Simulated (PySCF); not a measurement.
In(H)(SMe)2, C2H7InS2, SMILES C[S][InH][S]C, B3LYP/def2-SVP optimised geometry.

```
12

In    -0.04     0.13     0.00
H     -0.96    -1.34     0.00
S     -1.11     2.30     0.00
C     -2.90     1.86    -0.01
H     -3.07     0.77    -0.02
H     -3.37     2.30    -0.90
H     -3.38     2.28     0.89
S      2.38     0.13     0.00
C      2.78    -1.67     0.01
H      1.88    -2.30     0.00
H      3.36    -1.90     0.91
H      3.38    -1.90    -0.88
```

Density from PySCF with B3LYP/def2-TZVP, def2 effective core potentials past Kr at that geometry. The core electrons that the potentials of In replace are not part of the density.

Minimum of the electron density along straight lines between bonded atoms, close to the bond critical point (lines longer than 1.1 times the sum of covalent radii, or with two minima, are not listed):

```tsv
bond	length / Å	ρ at the minimum / e bohr⁻³	∇²ρ there / e bohr⁻⁵	position (fraction from the first atom)
In1–H2	1.736	0.102	0.10	0.64
In1–S3	2.419	0.080	0.12	0.48
S3–C4	1.847	0.168	-0.25	0.53
C4–H5	1.099	0.276	-0.94	0.64
C4–H6	1.099	0.277	-0.94	0.65
C4–H7	1.099	0.277	-0.94	0.65
In1–S8	2.419	0.080	0.12	0.48
S8–C9	1.847	0.168	-0.25	0.53
C9–H10	1.099	0.276	-0.94	0.64
C9–H11	1.099	0.277	-0.94	0.65
C9–H12	1.099	0.277	-0.94	0.65
```
